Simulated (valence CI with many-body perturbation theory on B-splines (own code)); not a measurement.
Results of a calculation; reference values are marked as such.
Energy levels of Eu⁴⁰⁺

Level of theory: configuration interaction combined with many-body perturbation theory (CI+MBPT): five valence electrons over a frozen Dirac-Fock core [Ar], radial functions for each j: 7 s, 7 p, 8 d, 6 f, 4 g, 1 h, with the one-electron correlation potential Σ1 (screened to all orders), the two-electron term Σ2, the three-electron term Σ3, Breit, model QED; selected single and double excitations, second order for the rest, scaled by the run's own slope (own B-spline code, finite nucleus).

No measured spectrum was set against this ion. As an estimate, large intervals hold to a few tenths of a per cent, small ones and those within an open d or f shell to about a per cent. Among the levels kept, up to 540 cm⁻¹ of a level comes from second order outside the variational space, and about a tenth of that is noise between levels of different J, which matters for small intervals. Only levels of the ground parity were solved; by the run's estimate the other parity begins above the list, which can be wrong where configurations are misplaced.

Levels 1 to 31 of 31, with energies above the lowest level, (3d3/2^4 3d5/2) J=5/2. "Leading %" is the weight of the configuration and term that name the level; weights of strongly mixed levels are sums over their largest components and can fall short, so below about 35 % the name and the second component can differ from the true leading terms, or belong to a minority configuration. In the jj column 3d3/2^4 stands for four electrons in 3d with j = 3/2.

```csv
No.,Configuration,Term,J,E (cm⁻¹),Leading %,g,Leading jj,Second component
1,3d⁵,⁴P,5/2,0,30,1.416,3d3/2^4 3d5/2 (88 %),20 % 3d⁵ ⁶S
2,3d⁵,⁶S,5/2,186450,39,1.314,3d3/2^3 3d5/2^2 (81 %),24 % 3d⁵ ²F
3,3d⁵,⁴G,7/2,266900,37,1.151,3d3/2^3 3d5/2^2 (98 %),24 % 3d⁵ ²F
4,3d⁵,⁴D,3/2,275530,40,1.213,3d3/2^3 3d5/2^2 (97 %),33 % 3d⁵ ⁴P
5,3d⁵,⁴G,11/2,277690,40,1.122,3d3/2^3 3d5/2^2 (97 %),40 % 3d⁵ ²H
6,3d⁵,⁴G,9/2,307540,38,1.142,3d3/2^3 3d5/2^2 (93 %),24 % 3d⁵ ²G
7,3d⁵,⁴D,5/2,324550,35,1.144,3d3/2^3 3d5/2^2 (86 %),22 % 3d⁵ ²D
8,3d⁵,⁴P,1/2,337580,51,1.853,3d3/2^3 3d5/2^2 (83 %),22 % 3d⁵ ²S
9,3d⁵,²F,7/2,361230,38,1.097,3d3/2^3 3d5/2^2 (94 %),28 % 3d⁵ ²G
10,3d⁵,²D,3/2,445140,56,0.793,3d3/2^3 3d5/2^2 (76 %),23 % 3d⁵ ⁴F
11,3d⁵,²D,5/2,450410,31,1.248,3d3/2^2 3d5/2^3 (80 %),24 % 3d⁵ ⁴G
12,3d⁵,⁴D,7/2,498100,51,1.212,3d3/2^2 3d5/2^3 (97 %),39 % 3d⁵ ⁴G
13,3d⁵,²I,11/2,504380,52,1.078,3d3/2^2 3d5/2^3 (97 %),45 % 3d⁵ ⁴G
14,3d⁵,⁴G,9/2,518260,54,1.142,3d3/2^2 3d5/2^3 (93 %),39 % 3d⁵ ²G
15,3d⁵,⁴D,1/2,538340,76,0.538,3d3/2^2 3d5/2^3 (96 %),12 % 3d⁵ ²S
16,3d⁵,²I,13/2,538620,100,1.069,3d3/2^2 3d5/2^3 (100 %),
17,3d⁵,⁴P,3/2,547900,52,1.182,3d3/2^2 3d5/2^3 (94 %),33 % 3d⁵ ⁴F
18,3d⁵,²F,5/2,560030,42,1.019,3d3/2^2 3d5/2^3 (93 %),28 % 3d⁵ ⁴D
19,3d⁵,²H,9/2,594920,53,1.100,3d3/2^2 3d5/2^3 (100 %),47 % 3d⁵ ⁴F
20,3d⁵,²G,7/2,610970,61,0.984,3d3/2^2 3d5/2^3 (99 %),34 % 3d⁵ ²F
21,3d⁵,⁴F,5/2,621720,61,1.040,3d3/2^2 3d5/2^3 (96 %),24 % 3d⁵ ²D
22,3d⁵,²D,3/2,636190,88,0.824,3d3/2^2 3d5/2^3 (75 %),5 % 3d⁵ ⁴D
23,3d⁵,²G,7/2,663610,43,1.043,3d3/2^2 3d5/2^3 (90 %),40 % 3d⁵ ²F
24,3d⁵,²S,1/2,665820,37,1.811,3d3/2^2 3d5/2^3 (71 %),33 % 3d⁵ ⁴P
25,3d⁵,²G,9/2,718020,72,1.105,3d3/2^2 3d5/2^3 (91 %),14 % 3d⁵ ²H
26,3d⁵,⁴P,5/2,753150,35,1.238,3d3/2 3d5/2^4 (89 %),24 % 3d⁵ ²F
27,3d⁵,⁴F,7/2,811250,32,1.186,3d3/2 3d5/2^4 (98 %),28 % 3d⁵ ²F
28,3d⁵,²P,3/2,822200,56,1.121,3d3/2^2 3d5/2^3 (81 %),37 % 3d⁵ ²D
29,3d⁵,²H,11/2,824170,58,1.065,3d3/2 3d5/2^4 (98 %),27 % 3d⁵ ²I
30,3d⁵,²D,5/2,829260,67,1.133,3d3/2^2 3d5/2^3 (70 %),22 % 3d⁵ ²F
31,3d⁵,⁴F,3/2,838580,23,0.998,3d3/2 3d5/2^4 (78 %),23 % 3d⁵ ⁴D
```

The ionisation energy to 3d⁴ ³P0 of the next ion comes out as 3022.1 eV (NIST: 3022 ± 4 eV (theoretical)). All 31 levels together are meant to be complete up to 872110 cm⁻¹.
